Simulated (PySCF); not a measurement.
Start geometry of `C#CBC=C` from GFN2-xTB (Å):
```
atom  x, y, z in Å
C1     2.3142   -0.6683    0.5225
C2     1.4337    0.1015    0.2267
B3     0.3423    1.0684   -0.1435
C4    -1.1173    0.5667   -0.2939
C5    -1.4886   -0.7038   -0.1320
H6     3.0850   -1.3364    0.7814
H7     0.6129    2.1969   -0.3135
H8    -1.8941    1.2822   -0.5456
H9    -0.7679   -1.4674    0.1157
H10   -2.5112   -1.0351   -0.2403
```

**Question.** What comes out of this run: PBE0-D3(BJ)/def2-SVP geometry optimisation, gas phase in PySCF?

**Answer.** 
```
atom  x, y, z in Å
C1     2.3539   -0.6633    0.4812
C2     1.4615    0.1128    0.1814
B3     0.3527    1.0874   -0.1906
C4    -1.1140    0.6206   -0.3520
C5    -1.4835   -0.6629   -0.1886
H6     3.1489   -1.3383    0.7443
H7     0.6513    2.2482   -0.3587
H8    -1.8902    1.3502   -0.6122
H9    -0.7452   -1.4304    0.0709
H10   -2.5202   -0.9983   -0.3054
```

The energy falls by 1.5 kcal/mol over 5 energy and gradient evaluations, the largest force component goes from 0.0175 to 2.2e-04 Eh/bohr, and the atoms move by 0.029 Å rms after alignment. The bond that changes most is B3–H7 (three-coordinate boron to B–H hydrogen), which lengthens by 0.037 Å. Bonds longer at the end by more than 0.005 Å: 8 of 9; shorter: 0. Rotational constants go from 12829, 3269, 2605 to 12794, 3196, 2557 MHz. The orientation of the end geometry is arbitrary; only internal coordinates are fixed.

The run used 95 basis functions and 32 SCF cycles in all.

Not checked by PBE0-D3(BJ)/def2-SVP frequencies. One conformer, not necessarily the lowest.
